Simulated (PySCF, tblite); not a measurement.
Isomers of C5H4F3NO2, one GFN2-xTB conformer each. Single-point energies are computed at PBE0/pcSseg-1 (PySCF, gas phase, no added dispersion term), electronic only.

```csv
SMILES,GFN2-xTB relative energy (kcal/mol)
COc1cc(C(F)(F)F)on1,0.0
CO[C@@]1(C#N)O[C@H]1C(F)(F)F,25.4
CC(=O)[C@H](C#N)OC(F)(F)F,4.1
```

Conformers: `[CH3:1][O:2][c:3]1[cH:4][c:5]([C:6]([F:7])([F:8])[F:9])[o:10][n:11]1` with C1–O2–C3–C4 180°; `[CH3:1][O:2][C@@:3]1([C:4]#[N:5])[O:6][C@H:7]1[C:8]([F:9])([F:10])[F:11]` with C1–O2–C3–C4 -73°; `[CH3:1][C:2](=[O:3])[C@H:4]([C:5]#[N:6])[O:7][C:8]([F:9])([F:10])[F:11]` with C1–C2–C4–C5 89°, C2–C4–O7–C8 -88°.

Problem. What does PBE0/pcSseg-1 give for the same structures?

Solution. 
```csv
SMILES,PBE0/pcSseg-1 E (Eh),PBE0/pcSseg-1 (kcal/mol),GFN2-xTB (kcal/mol),point group
CC(=O)[C@H](C#N)OC(F)(F)F,-696.85567,0.0,4.1,C1
COc1cc(C(F)(F)F)on1,-696.82121,21.6,0.0,Cs
CO[C@@]1(C#N)O[C@H]1C(F)(F)F,-696.80703,30.5,25.4,C1
```

GFN2-xTB puts COc1cc(C(F)(F)F)on1 lowest instead; measured from each level's own lowest isomer, the values differ by up to 21.6 kcal/mol (COc1cc(C(F)(F)F)on1: 0.0 against 21.6). As drawn, the lowest has a C=O bond, which the highest lacks; the highest has a three-membered ring, which the lowest lacks.

Problem. Which frontier levels, dipoles and rotational constants go with these structures?

Solution. 
| SMILES | HOMO (eV, PBE0/pcSseg-1) | LUMO (eV) | dipole (D) | A, B, C (MHz) |
| --- | --- | --- | --- | --- |
| CC(=O)[C@H](C#N)OC(F)(F)F | -8.47 | -1.88 | 2.26 | 1603, 828.9, 684.6 |
| COc1cc(C(F)(F)F)on1 | -7.92 | -1.16 | 3.05 | 3225, 570.4, 531.1 |
| CO[C@@]1(C#N)O[C@H]1C(F)(F)F | -9.32 | -0.56 | 1.51 | 1922, 798.2, 691.9 |

Problem. What happens when harmonic zero-point energies from GFN2-xTB frequencies are added?

Solution. 
```tsv
SMILES	ZPE (kcal/mol)	electronic (kcal/mol)	with ZPE (kcal/mol)
CC(=O)[C@H](C#N)OC(F)(F)F	55.7	0.0	0.0
COc1cc(C(F)(F)F)on1	57.4	21.6	23.3
CO[C@@]1(C#N)O[C@H]1C(F)(F)F	56.1	30.5	30.9
```

The zero-point energies span 1.7 kcal/mol. The order is unchanged.
